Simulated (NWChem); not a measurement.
Molecule: C$_{3}$H$_{6}$O; SMILES OC1CC1

```xyz
10

O     -0.0669    -1.4545    -0.1944
C     -0.0027    -0.2424     0.4729
C     -0.7660     0.8842    -0.1290
C      0.7403     0.9067    -0.1442
H      0.7781    -1.9008    -0.0750
H      0.0034    -0.3095     1.5708
H     -1.3031     1.5706     0.5306
H     -1.2690     0.6633    -1.0739
H      1.2279     0.7136    -1.1038
H      1.2688     1.6079     0.5078
```
Atoms are numbered in this order, from 1.

Computed with NWChem. Structure relaxed at the PBE0/def2-SVP level.

**Question.** Estimate the computed values for B3LYP/def2-SVP. Quantities: highest occupied level (eV); orbital gap (eV); dipole (D).

**Answer.** 
- highest occupied level (eV) = -7.07
- orbital gap (eV) = 8.62
- dipole (D) = 1.46
